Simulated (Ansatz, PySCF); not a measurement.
System: H3SiO, charge 0, doublet. H3SiO (SMILES [O][SiH3], doublet).
B3LYP-D3(BJ)/def2-TZVP minimum from Ansatz (a quantum-chemistry and plane-wave program):
```
Si
O 1 1.6579
H 1 1.4810 2 112.66
H 1 1.4810 3 110.22 2 126.77
H 1 1.4912 3 110.25 4 121.94
```
Charge 0, spin multiplicity 2.

Atomisation energy term by term, kcal/mol (programs: Ansatz). Radicals and triplets start from unrestricted determinants; spin-orbit coupling is neglected. Correlated methods leave the cores frozen. Rows without X2C or -DK are non-relativistic. CBS(X,Y): correlation extrapolated as X^-3, Hartree-Fock from the larger set. A bracket is a step between two methods taken in the basis named. 'core' is core correlation in cc-pwCVTZ (1s frozen past Ne), 'X2C' scalar relativity in cc-pVTZ-DK, both at CCSD(T). Where a partner has so few electrons that a lower coupled-cluster level is exact, that level stands in.

```
term                                                          basis  kcal/mol
-----------------------  ------------------------------------------  --------
Hartree-Fock                                            cc-pV(Q+d)Z    252.25
CCSD correlation                       CBS(cc-pV(T+d)Z,cc-pV(Q+d)Z)     81.77
(T)                                    CBS(cc-pV(T+d)Z,cc-pV(Q+d)Z)      3.43
CCSDT(Q) - CCSD(T)                                      cc-pV(T+d)Z      0.25
core correlation                                          cc-pwCVTZ     -0.05
scalar relativity                                   X2C, cc-pVTZ-DK     -0.83
minus zero-point energy  Hessian by PySCF at B3LYP-D3(BJ)/def2-TZVP    -16.17
sum: D0                                                                 320.7
```

The step beyond CCSD(T) by other levels: CCSDT(Q) in cc-pV(D+d)Z 0.46 kcal/mol.
